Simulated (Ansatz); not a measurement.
Species: CH$_{8}$Si$_{2}$, SMILES `C[SiH2][SiH3]` (charge 0, multiplicity 1).

### Question
Give a relaxed geometry from Ansatz (a quantum-chemistry and plane-wave program) with PBE0-D4/def2-TZVP.

### Answer
the end point of this relaxation (outside a Z-matrix the atoms follow the SMILES, hydrogens last).
Z-matrix (Å, degrees):
```
Si
H 1 1.4907
H 1 1.4907 2 107.45
C 1 1.8768 2 110.16 3 -120.02
H 4 1.0922 1 110.72 2 -60.85
H 4 1.0922 5 108.13 1 121.47
H 4 1.0922 5 108.21 6 116.99
Si 1 2.3406 2 108.92 3 117.85
H 8 1.4883 1 111.60 2 -58.46
H 8 1.4897 9 108.36 1 -121.57
H 8 1.4897 9 108.36 10 -116.86
```
